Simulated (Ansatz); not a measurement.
Harmonic frequencies (cm⁻¹) at PBE0-D4/def2-TZVP from Ansatz: 126, 126, 146, 162, 163, 164, 220, 221, 253, 254, 282, 363, 688, 688, 720, 4017, 4017, 4022.

Each molecule was computed in one conformer, which needn't be the lowest.

Problem. Which molecule is it?
A. `[OH][Hf]([OH])([SH])[Cl]`
B. `O=C=[N][Hf]([F])([F])[F]`
C. `[OH][Hf]([OH])([F])[F]`
D. `[OH][Hf]([OH])([OH])[Cl]`

Solution. D.
